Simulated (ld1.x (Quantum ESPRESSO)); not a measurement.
Before and after: RRKJ potential for N (Z = 7)

nitrogen (N), norm-conserving RRKJ (Kleinman–Bylander form), made with ld1.x (Quantum ESPRESSO) 7.5 (PW91, non-relativistic). Core [He], reference 2s2 2p2 (charge +1). Waves: 2s (bound): rc 1.10 bohr; 2p (bound): rc 1.85 bohr. Local part: the p channel. Core correction: none.

All-electron outer shells of the reference configuration (PW91, non-relativistic, ld1.x):

```tsv
shell	level (eV)	outermost node (bohr)	outermost maximum (bohr)
2s	-32.50	0.32	0.99
2p	-20.79	–	0.92
```

Change: functional LDA (PZ).

Cutoffs: the cutoffs (Ry, on a coarse ladder) from which the occupation-weighted sum of valence levels, in a spherical-Bessel basis at the reference potential, stays within 10 and 1 mRy of its value at 400 Ry; they do not see the model core or the augmentation charge, which bear on the density cutoff. Errors are all-electron minus pseudo energies relative to the spin-unpolarised reference configuration.

How do hardness, ghosts and transferability respond?

The potential gets neither clearly harder nor softer (70 Ry and 90 Ry → 70 Ry and 90 Ry); the number of tests with a reliable result goes from 7 to 9; of the 7 tests that both files solve, the error grows in 4 and shrinks in 1 by more than 15 % and 0.3 meV (median size 60.2 → 77.1 meV); neither file shows a bound ghost.

```csv
quantity,base,changed
"cutoff, loose",70 Ry,70 Ry
"cutoff, tight",90 Ry,90 Ry
bound ghosts,none,none
"error for 2s2 2p3, meV [ΔE -13.68 → -13.74 eV]",-0.3,+3.0
"error for 2s2 2p1, meV [ΔE 28.96 → 28.97 eV]",+94,+102
"error for 2s2 2p0, meV [ΔE 76.15 → 76.14 eV]",+751,+791
"error for 2s1 2p3, meV [ΔE 11.72 → 11.42 eV]",+6.4,+19
"error for 2s0 2p5, meV [ΔE 9.25 → 8.66 eV]",+125,+175
"error for 2s2 2p3.3, meV [ΔE -15.32 → -15.40 eV]",-8.3,-3.8
"error for 2s1 2p4, meV [ΔE -2.22 → -2.56 eV]",+60,+77
s: phases at 2.01 bohr within 0.05 rad from the reference energy up to (Ry; the scan ends near 5),1.0,1.0
p: phases at 2.01 bohr within 0.05 rad from the reference energy up to (Ry; the scan ends near 5),0.7,0.7
```
